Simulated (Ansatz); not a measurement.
Start from `[F][Ti]([F])([F])[F]` and change one atom or group to get `[F][Ti]([F])([F])[I]`.

Ansatz, PBE0-D4/def2-TZVP geometries, multiplicity 1. 

Elements past krypton have def2 core potentials. Scalar relativity is left out up to krypton.

| property | `[F][Ti]([F])([F])[F]` |
| --- | --- |
| size of the dipole moment (PBE/def2-TZVPP) / D | 0.00 |
| LUMO energy (B3LYP/def2-TZVPP) / eV | -3.44 |
| HOMO–LUMO gap (PBE0/def2-TZVPP) / eV | 9.42 |
| LUMO energy (PBE0/def2-TZVPP) / eV | -3.10 |
| size of the dipole moment (B3LYP/def2-TZVPP) / D | 0.00 |
| HOMO–LUMO gap (ωB97M-V/def2-TZVPP) / eV | 14.32 |

Problem. Give the same properties after the change, and the shifts. (An estimate is asked.)

Solution. The calculation gave: 
```
                                        property  `[F][Ti]([F])([F])[I]`  shift
  size of the dipole moment (PBE/def2-TZVPP) / D                    0.55   0.55
             LUMO energy (B3LYP/def2-TZVPP) / eV                   -3.63  -0.19
            HOMO–LUMO gap (PBE0/def2-TZVPP) / eV                    5.14  -4.28
              LUMO energy (PBE0/def2-TZVPP) / eV                   -3.37  -0.27
size of the dipole moment (B3LYP/def2-TZVPP) / D                    0.67   0.67
         HOMO–LUMO gap (ωB97M-V/def2-TZVPP) / eV                    9.38  -4.94
```

With PBE0 the HOMO rises by 4.01 eV and the LUMO falls by 0.27 eV, so the gap narrows by about 4.28 eV. PBE moves the HOMO by 3.07 eV and ωB97M-V by 4.45 eV.

B3LYP here is the variant with VWN-RPA as its local correlation; programs differ in this.

Spin–orbit coupling is left out; it splits and shifts lone-pair levels of the heavy atoms by tenths of an eV.
